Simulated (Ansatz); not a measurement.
Cost and result up the ladder for TeCl4 (5 atoms). The state is a singlet with charge 0. Geometry: PBE-D4/def2-SVP.

```xyz
5

Te   -0.5668    0.0581    0.0466
Cl   -0.8376   -2.2627    0.8611
Cl   -0.4928    2.3990   -0.7516
Cl    0.7477   -0.6778   -1.7983
Cl    1.1495    0.4834    1.6423
```

Ansatz on 4 threads of Arm Neoverse V2 on a shared host. Times are rough, and most runs start from the orbitals of an earlier one. ωB97X-V/def2-TZVP serves as the yardstick here, not as an exact answer. Differences are given only for rows in sets of like size (and for xTB, whose basis is part of the method), since another set adds its own error. Binding counts from free atoms at the same level (Te triplet, Cl doublet; other spins of the atoms weren't run), without zero-point energy or a counterpoise term.

In the def2 sets Te takes a core potential; there is no spin–orbit coupling. Correlated methods freeze 24 core orbitals; core or outer-core shells of Te are correlated, in sets that lack core-valence functions. The rows differ in basis, and correlated rows in double-zeta sets carry the largest basis error.

Correlated methods converge slowly with the basis, most of all in double-zeta sets.

```tsv
level	functions	wall time	binding energy per atom (eV)	difference from ωB97X-V/def2-TZVP (eV)
PBE-D4/def2-SVP	98	0.65 s	2.15	–
LDA (SPW92)/def2-TZVP	198	0.9 s	2.63	0.70
PBE0-D4/def2-SVP	98	1.1 s	1.92	–
PBE-D4/def2-TZVP	198	1.5 s	2.22	0.30
BLYP-D4/def2-TZVP	198	1.6 s	2.09	0.16
MP2/def2-TZVP	198	2.2 s	1.92	-0.01
CAM-B3LYP-D4/def2-TZVP	198	3 s	1.86	-0.06
CCSD(T)/def2-SVP	98	3.2 s	1.47	–
RPA@PBE/def2-TZVP	198	3.4 s	1.54	-0.38
r2SCAN-D4/def2-TZVP	198	3.4 s	2.06	0.14
PBE0-D4/def2-TZVP (with forces)	198	3.7 s	2.02	0.10
PBE-QIDH/def2-TZVP	198	4.5 s	1.88	-0.04
B97M-V/def2-TZVP	198	6 s	2.11	0.19
ωB97X-V/def2-TZVP	198	6 s	1.92	0.00
```
